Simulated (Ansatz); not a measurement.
Molecule: CNSi, net charge 0, doublet state. It need not be the lowest isomer of its formula. 
Geometry from a B3LYP-D3(BJ)/def2-TZVP (Ansatz, an electronic-structure program) optimisation:
```
C
N 1 1.1636
Si 1 1.8448 2 180.00
```
Charge 0, spin multiplicity 2.

Parts of the frozen-core correlation energy in cc-pV(D+d)Z (Ansatz, hartree). Frozen orbitals: 7; correlated occupied orbitals by spin: 7 and 6; virtual: 37 and 38. Open shells are spin-unrestricted. Spin-orbit coupling is left out. No relativistic terms.

```tsv
term	value
reference (HF)	-381.19296
MP2 opposite-spin	-0.23723
MP2 same-spin	…
CCSD correlation	…
(T)	…
CCSDT minus CCSD(T)	-0.00101
T1 diagnostic	0.038
largest doubles amplitude	0.087
<S^2> of the reference	0.892
```

### Question
What belongs in the gaps?

### Answer

- MP2 same-spin, value: -0.08255
- CCSD correlation, value: -0.35175
- (T), value: -0.01536
